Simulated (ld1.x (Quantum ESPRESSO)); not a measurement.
sulfur: one change to a TM potential, before and after

| Property | Result |
| --- | --- |
| Element | sulfur |
| Generator | ld1.x (Quantum ESPRESSO) 7.5 |
| Type | norm-conserving Troullier–Martins (Kleinman–Bylander form) |
| Functional | LDA (PZ) |
| Relativity | scalar-relativistic |
| Frozen core | [Ne] |
| Valence charge | 6 |
| Reference configuration | 3s2 3p3 (charge +1) |
| Partial waves | 3p (bound): rc 1.45 bohr; 3d channel at -0.1 Ry: rc 1.20 bohr; 3s (bound): rc 1.40 bohr |
| Local potential | the s channel |
| Core correction | none |

All-electron outer shells of the reference configuration (LDA (PZ), scalar-relativistic, ld1.x):

```tsv
shell	level (eV)	outermost node (bohr)	outermost maximum (bohr)
3s	-27.63	0.60	1.39
3p	-16.88	0.58	1.55
```

Change: all radii scaled by about 0.88 (s 1.22, p 1.28, d 1.06 bohr).

Cutoffs: the cutoffs (Ry, on a coarse ladder) from which the occupation-weighted sum of valence levels, in a spherical-Bessel basis at the reference potential, stays within 10 and 1 mRy of its value at 400 Ry; they do not see the model core or the augmentation charge, which bear on the density cutoff. Errors are all-electron minus pseudo energies relative to the spin-unpolarised reference configuration.

Q: What does the change do?

A: The potential gets harder (40 Ry and 60 Ry → 50 Ry and 110 Ry); the errors of the 9 common tests hardly move; neither file shows a bound ghost. A smaller radius makes the pseudo-wave follow the all-electron one further in, where it bends more sharply, so more plane waves are needed.

| quantity | base | changed |
| --- | --- | --- |
| cutoff, loose | 40 Ry | 50 Ry |
| cutoff, tight | 60 Ry | 110 Ry |
| loose cutoff by channel (10 mRy a level) | p 10 Ry, s 21 Ry | p 12 Ry, s 35 Ry |
| bound ghosts | none | none |
| error for 3s2 3p4, meV [ΔE -11.86 eV] | +6.0 | +6.2 |
| error for 3s2 3p2, meV [ΔE 22.37 eV] | +13 | +13 |
| error for 3s2 3p1, meV [ΔE 56.53 eV] | +86 | +86 |
| error for 3s2 3p0, meV [ΔE 103.51 eV] | +295 | +288 |
| error for 3s2 3p3.5, meV [ΔE -7.15 eV] | +2.3 | +2.3 |
| error for 3s2 3p4.3, meV [ΔE -13.60 eV] | +8.2 | +8.6 |
| error for 3s1 3p5, meV [ΔE -1.62 eV] | +4.1 | +4.3 |
| error for 3s2 3p3 (spin-polarised), meV [ΔE -1.97 eV] | +197 | +194 |
| error for 3s2 3p4 (spin-polarised), meV [ΔE -12.57 eV] | +69 | +68 |
